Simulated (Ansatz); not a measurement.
How methods differ on GeO (SMILES [O]=[Ge])

The species is GeO (2 atoms), meant as a singlet with charge 0. As SMILES, `[O]=[Ge]`. The shape is that of a PBE0-D4/def2-TZVP optimisation.

```xyz
2

O     0.0000    0.0000   -0.0230
Ge    0.0000    0.0000    1.5995
```

Quantity: the energy change with the O1–Ge2 bond stretched from 1.623 to 2.434 Å, in eV. The values are calculated.

```json
{"level": "HF/STO-3G (restricted)", "kind": "Hartree–Fock", "program": "Ansatz", "value (eV)": "7.11", "less FCI/STO-3G": "+1.91", "CPU time (all runs)": "0.28 s"}
{"level": "SVWN5/STO-3G (restricted)", "kind": "LDA", "program": "Ansatz", "value (eV)": "7.21", "less FCI/STO-3G": "+2.01", "CPU time (all runs)": "4.9 s"}
{"level": "BLYP/STO-3G (restricted)", "kind": "GGA", "program": "Ansatz", "value (eV)": "6.75", "less FCI/STO-3G": "+1.55", "CPU time (all runs)": "9.8 s"}
{"level": "revPBE/STO-3G (restricted)", "kind": "GGA", "program": "Ansatz", "value (eV)": "6.68", "less FCI/STO-3G": "+1.48", "CPU time (all runs)": "9.2 s"}
{"level": "r2SCAN/STO-3G (restricted)", "kind": "meta-GGA", "program": "Ansatz", "value (eV)": "7.30", "less FCI/STO-3G": "+2.10", "CPU time (all runs)": "16 s"}
{"level": "PBE0/STO-3G (restricted)", "kind": "global hybrid", "program": "Ansatz", "value (eV)": "7.71", "less FCI/STO-3G": "+2.51", "CPU time (all runs)": "5.3 s"}
{"level": "HSE06/STO-3G (restricted)", "kind": "range-separated hybrid", "program": "Ansatz", "value (eV)": "7.67", "less FCI/STO-3G": "+2.47", "CPU time (all runs)": "6.3 s"}
{"level": "B2PLYP/STO-3G (restricted)", "kind": "double hybrid", "program": "Ansatz", "value (eV)": "7.03", "less FCI/STO-3G": "+1.83", "CPU time (all runs)": "2.4 s"}
{"level": "FCI/STO-3G", "kind": "exact in the basis", "program": "Ansatz", "value (eV)": "5.20", "less FCI/STO-3G": "0.00", "CPU time (all runs)": "1.5 s"}
```

FCI/STO-3G is exact within its basis and frozen core, so for wave-function methods in that basis the difference is their error; functionals converge differently with the basis, so for them it is only a difference. A spin-restricted reference rises too steeply as a bond breaks; here HF/STO-3G, SVWN5/STO-3G, BLYP/STO-3G, revPBE/STO-3G, r2SCAN/STO-3G, PBE0/STO-3G, HSE06/STO-3G, B2PLYP/STO-3G lie well above the multireference or unrestricted value. All-electron rows without a relativistic Hamiltonian named are non-relativistic. The first shape isn't each level's own minimum. The values span 5.20 to 7.71 eV. All rows use very small basis sets, so none should be taken for the real molecule's value. In so small a basis fixed costs decide the times, and correlated methods can beat functionals. CPU times are rough (shared hosts, several kinds of processor and program).
